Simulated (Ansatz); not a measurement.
FH$_{3}$SbSi, SMILES `[F][Sb][SiH3]` radical. Charge 0, multiplicity 2. Correlated methods include outer-core shells of Sb, which these sets cover unevenly. Sb takes the def2 core potential.

Z-matrix (Å, degrees):
```
Si
Sb 1 2.584
H 1 1.486 2 110.6
H 1 1.489 2 107.7 3 119.3
H 1 1.486 2 110.6 3 -121.4
F 2 1.930 1 92.8 3 60.3
```

(1) Give the diagnostics of a CCSD(T)/def2-TZVPP run (frozen core, Ansatz). (An estimate is asked.)

## Answers

(1) Computed: T1 = 0.0159, largest single amplitude 0.044, largest double 0.034, (T) share of the correlation energy 2.9 %, 12 CCSD cycles. ⟨S²⟩ of the UHF reference is 0.767 against 0.75 for a pure state. T1 lies under the customary mark of 0.045 for open shells.
